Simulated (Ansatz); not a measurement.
Computed with Ansatz on PBE0-D4/def2-TZVP structures; ΔE is electronic, products minus reactants. CBS: MP2 limit from def2 TZ/QZ plus the TZ coupled-cluster correction, frozen cores. This one scheme is used for every species. Functionals use def2-TZVPP. B3LYP here is the variant with VWN-RPA as its local correlation; programs differ in this. HSE06 is defined as in plane-wave codes. One conformer a species, not always the lowest.

Consider the substitution at a C–Si bond: `BC[SiH](F)Cl` + CH₃OH → `BCOC` + `F[SiH2]Cl`.

| level | ΔE (kJ/mol) |
| --- | --- |
| revPBE-D4 | 106.5 |
| B97M-V | 107.4 |
| B3LYP-D4 | 102.2 |
| BHLYP-D4 | 103.6 |
| HSE06 | 106.2 |
| MP2/def2-SVP | 101.5 |
| HF/def2-QZVPP | 91.4 |
| MP2/CBS(def2) | 118.2 |

What does CCSD(T)/CBS give? (Estimate.)

The calculation gave: +111.1 kJ/mol. The listed levels differ from it by -4.6, -3.7, -8.9, -7.5, -4.9, -9.6, -19.7, 7.1 kJ/mol.

Largest T1 diagnostic among the species: 0.011.

From PBE to PBE0 (25 % exact exchange), in def2-TZVPP and without D4, ΔE moves by +3.7 kJ/mol. In def2-TZVPP, CCSD(T) changes the Hartree–Fock value by +15.8 kJ/mol (the triples alone add +1.5 kJ/mol) and MP2 by +22.9 kJ/mol. Leaving LDA and LC-ωPBE aside and taking each functional with its dispersion term where it has one, the values, not all of them listed here, spread over 12.0 kJ/mol, from BLYP-D4 to PBE-QIDH.
